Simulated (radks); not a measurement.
Q: The tantalum ion Ta8+, 65 electrons, occupied as [Kr] 4d10 4f13 5s2 5p4 (the NIST ground configuration). Method: scalar-relativistic Kohn-Sham, BLYP, spin-polarised, spherical densities, finite nucleus; open shells are filled with parallel spins first (spin-orbit coupling, left out, can overturn this in heavy ions); Fermi nuclear charge, rms radius 5.3507 fm; computed with a radial shooting solver on a logarithmic mesh with Libxc functionals. Some entries of the table are withheld. Estimate them.

orbital  occ.  eigenvalue (Ry)  <r^2> (bohr^2)  <1/r> (bohr^-1)
1s up       1        -4959.944       0.0004788            85.40
1s down     1        -4959.927       0.0004788            85.40
2s up       1        -860.1046        0.007375            19.96
2s down     1        -860.0944        0.007375            19.96
2p up       3        -755.1301        0.006082            18.15
2p down     3        -755.1148        0.006082            18.15
3s up       1        -204.3412         0.04796            7.387
3s down     1        -204.2882         0.04795            7.388
3p up       3        -173.1059         0.04865            6.836
3p down     3        -173.0509         0.04864            6.837
3d up       5        -136.5995         0.04038            6.464
3d down     5        -136.5547         0.04036            6.465
4s up       1        -49.12352          0.2368            3.141
4s down     1        -49.02076          0.2368            3.140
4p up       3        -38.85076          0.2691            2.859
4p down     3        -38.74903          0.2690            2.859
4d up       5        -25.68650          0.3131            2.545
4d down     5        -25.58118          0.3126            2.546
5s up       1        -13.98335           1.206            1.288
5s down     1        -13.77923           1.207            1.290
5p up       3        -11.19796           1.516            1.131
4f up       7        -11.05443          0.4440            2.075
5p down     1        -10.99299           1.526            1.129
4f down     6        -10.93032          0.4401            2.080
5d up       0         -7.69403           2.265           0.9090
5d down     0         -7.51735           2.318           0.8986
6s up       0              (1)           4.708           0.6409
6s down     0              (2)           4.792           0.6331

A: 
(1) 6s up eigenvalue (Ry): -6.30632
(2) 6s down eigenvalue (Ry): -6.24044
